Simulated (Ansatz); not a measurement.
Geometry optimisation, RKS PBE-D4/def2-SVP (Ansatz).

Input file:

```yaml
crystal:
  periodic: [false, false, false]
  atoms:
    - { symbol: Ga, position_ang: [0.107546, 0.28917, -0.049218] }
    - { symbol: Cl, position_ang: [0.02595, 0.415913, 2.163319] }
    - { symbol: Cl, position_ang: [1.95121, 0.651055, -1.062964] }
    - { symbol: Cl, position_ang: [-1.758094, 0.109727, -1.09139] }
    - { symbol: O, position_ang: [0.123259, -2.568156, 0.756438] }
    - { symbol: H, position_ang: [-0.81059, -2.761309, 0.541384] }
    - { symbol: H, position_ang: [0.051419, -2.0994, 1.628931] }
basis:
  gaussian: { orbitals: def2-SVP }
hamiltonian:
  xc: pbe
  dispersion: d4
relax:
  f_tol: 0.03
  max_steps: 50
output:
  orbitals: {}
```

Command:

```bash
$ ansatz run input.yaml --threads 4 --pin off --max-ram 5120MiB --backend cpu --events-out ev --progress --plain --runs-dir out
```

Problem. Where does it end, and by what steps?

Solution. The forces met the threshold. After 8 steps the energy has fallen by 0.602 eV; O5 moved furthest, 0.49 Å. Joined: Ga1–O5 (2.97 → 2.11 Å).

| step | energy less start (eV) | largest force component (eV/Å) | accepted |
| --- | --- | --- | --- |
| 0 | 0.0000 | 0.842 | yes |
| 1 | -0.1801 | 0.947 | yes |
| 2 | -0.3987 | 0.965 | yes |
| 3 | -0.4914 | 1.161 | yes |
| 4 | -0.5817 | 0.355 | yes |
| 5 | -0.5950 | 0.187 | yes |
| 6 | -0.6006 | 0.039 | yes |
| 7 | -0.6010 | 0.056 | yes |
| 8 | -0.6016 | 0.005 | yes |

```xyz
7
Properties=species:S:1:pos:R:3
Ga 0.106 -0.049 0.141
Cl 0.011 0.550 2.234
Cl 1.902 0.350 -0.974
Cl -1.789 -0.179 -0.927
O 0.140 -2.103 0.597
H -0.720 -2.421 0.241
H 0.040 -2.111 1.575
```

Whether the end is a true minimum wasn't checked by a vibrational analysis.

Run time: 12 s on 4 threads of Arm Neoverse V2, on a shared host, peak memory 0.17 GiB.
